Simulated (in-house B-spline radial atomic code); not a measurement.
Ionisation energies with and without relativity, with size and susceptibility from the Dirac run. Dirac energy differences include first-order Breit, QED and recoil terms. NIST's values go from ground level to ground level; the uncertainty of those that are theory runs from under 0.1 % in few-electron ions to several per cent in heavy many-electron ones. Computed with a B-spline radial code for spherical atoms: non-relativistic Hartree-Fock and Dirac-Hartree-Fock, averages of the configuration (point nuclei without relativity, finite nuclei with it).

| ion | configuration | configuration after | ionisation non-relativistic (eV) | ionisation Dirac Breit and QED (eV) | tabulated value (eV) | radius at density 0.001 (bohr) | diamagnetic susceptibility (10⁻⁶ cm³/mol) |
| --- | --- | --- | --- | --- | --- | --- | --- |
| Tc3+ | [Kr] 4d4 | [Kr] 4d3 | 41.14 | 40.61 | 41 | 3.246 | -20.716 |
| Ru3+ | [Kr] 4d5 | [Kr] 4d4 | ? | ? | ? | ? | ? |
| Rh3+ | [Kr] 4d6 | [Kr] 4d5 | 45.93 | 45.34 | 42 | 3.149 | -20.779 |
| Pd3+ | [Kr] 4d7 | [Kr] 4d6 | 48.32 | 47.68 | 46 | 3.096 | -20.679 |
| Ag3+ | [Kr] 4d8 | [Kr] 4d7 | ? | ? | ? | ? | ? |
| Cd3+ | [Kr] 4d9 | [Kr] 4d8 | 53.08 | 52.36 | 51 | 2.99 | -20.331 |

Problem. Fill in the row of Ru3+.

Solution. ionisation non-relativistic (eV): 43.54; ionisation Dirac Breit and QED (eV): 42.98; tabulated value (eV): 45; radius at density 0.001 (bohr): 3.2; diamagnetic susceptibility (10⁻⁶ cm³/mol): -20.801.

Problem. Fill in the row of Ag3+.

Solution. ionisation non-relativistic (eV): 50.70; ionisation Dirac Breit and QED (eV): 50.02; tabulated value (eV): 49; radius at density 0.001 (bohr): 3.043; diamagnetic susceptibility (10⁻⁶ cm³/mol): -20.525.
